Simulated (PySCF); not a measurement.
A GIAO shielding run with PySCF 2.14.0 with density-fitted response routines (density fitting, non-relativistic, gas phase) on SMILES N#C[C@@H]1C[C@H](O[SiH3])[SiH2][SiH2]1, C4H11NOSi3:

```
$ OMP_NUM_THREADS=1 python probes_run.py task.json out

{"job": {"kind": "nmr", "xc": "PBE0", "basis": "pcSseg-1"}, "charge": 0, "multiplicity": 1}
N     -2.624655     3.099761    -0.373719
C     -2.136493     2.123010    -0.027476
C     -1.534686     0.889540     0.363427
C     -0.055177     0.858741    -0.038704
C      0.574421    -0.501405     0.272575
O      1.869343    -0.587739    -0.275719
Si     3.279001    -0.036660     0.300309
Si    -0.507058    -1.900687    -0.501703
Si    -2.445803    -0.625343    -0.450851
H     -1.613189     0.807888     1.453308
H      0.498955     1.648003     0.480220
H      0.042839     1.049306    -1.111840
H      0.638801    -0.612294     1.364990
H      3.287476     1.420365     0.467172
H      3.559927    -0.635844     1.609726
H      4.152283    -0.503746    -0.762264
H      0.050438    -2.227803    -1.814134
H     -0.446549    -3.100751     0.339786
H     -3.571130    -0.969965     0.425572
H     -3.023892    -0.183700    -1.723712
```

Hardware: 1 thread of an Arm Neoverse V1, shared host. The job also computes population analyses, field gradients, ring-centre shieldings.

Q: How large is the calculation?

A: 92 electrons, 229 basis functions and 1254 auxiliary functions.

Q: How long does it take, and how much memory does it need?

A: 63 s of wall time, with 14 SCF cycles and 5 response iterations; peak memory 1.1 GiB. Times on a shared host scatter by some tens of per cent.
